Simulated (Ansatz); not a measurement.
Program: Ansatz. Geometries: PBE0-D4/def2-TZVP. ΔE: electronic, gas phase. CCSD(T)/CBS is the MP2 limit (def2-TZVPP, def2-QZVPP) plus CCSD(T) − MP2 in def2-TZVPP, frozen cores. This one scheme is used for every species. Functionals use def2-TZVPP. One conformer a species, not always the lowest.

`[SiH3]BCS[SiH3]` + `BS` → `BSCB[SiH3]` + `[SiH3]S`  (substitution at a C–S bond)

```tsv
level	ΔE (kJ/mol)
r2SCAN-D4	-6.5
ωB97X-V	-5.3
PBE0	-7.1
HF/def2-TZVPP	-4.3
SCS-MP2/def2-TZVPP	-4.9
MP2/def2-QZVPP	-5.3
HF/CBS(def2)	-4.5
CCSD/CBS(def2)	-5.5
```

(1) What does CCSD(T)/CBS give? (Best estimate.)

Largest T1 diagnostic among the species: 0.015.

## Answers

(1) The calculation gave: -5.6 kJ/mol. The listed levels differ from it by -0.9, 0.3, -1.5, 1.3, 0.7, 0.3, 1.1, 0.1 kJ/mol.
